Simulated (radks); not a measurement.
Values are calculated unless marked as measured or tabulated.
Species: the germanium ion Ge9+. Configuration: [Ne] 3s1 3p6 3d5 4d1 (not the ground configuration). Code: a radial shooting solver on a logarithmic mesh with Libxc functionals. Model: scalar-relativistic Kohn-Sham, LDA (Slater exchange, Perdew-Zunger correlation), spin-polarised, spherical densities, finite nucleus; open shells are filled with parallel spins first; Fermi nuclear charge, rms radius 4.0742 fm.

Radial electron density D(r) = 4 pi r^2 rho(r):

r (bohr)  D(r) (e/bohr)  spin D(r)
0.002031          1.196    0.00929
0.002624          1.894     0.0147
0.003389          2.968     0.0230
0.004343          4.522     0.0349
0.00561           6.861     0.0526
0.007247          10.17     0.0774
0.009362          14.62      0.110
0.01209           20.22      0.148
0.01562           26.60      0.187
0.02018           32.87      0.215
0.02607           37.59      0.213
0.0334            39.22      0.169
0.04315           37.40     0.0850
0.05574           33.76     0.0155
0.072             32.21     0.0787
0.093             35.91      0.405
0.1201            42.77       1.02
0.1552            45.18       1.85
0.2005            37.80       3.00
0.2569            26.38       4.99
0.3318            20.97       8.24
0.4286            23.15       11.0
0.5537            22.63       10.5
0.7153            14.72       6.68
0.9239            6.025       2.96
1.193             1.971       1.37
1.542            0.9658      0.912
1.976            0.4705      0.469
2.552            0.1099      0.110
3.297          0.009293    0.00929
4.258         0.0002192   0.000219

D(r) has 3 maxima, at r = 0.0331, 0.147, 0.483 bohr, and minima at 0.0692, 0.337 bohr, inside which lie 2.08, 11.03 electrons.
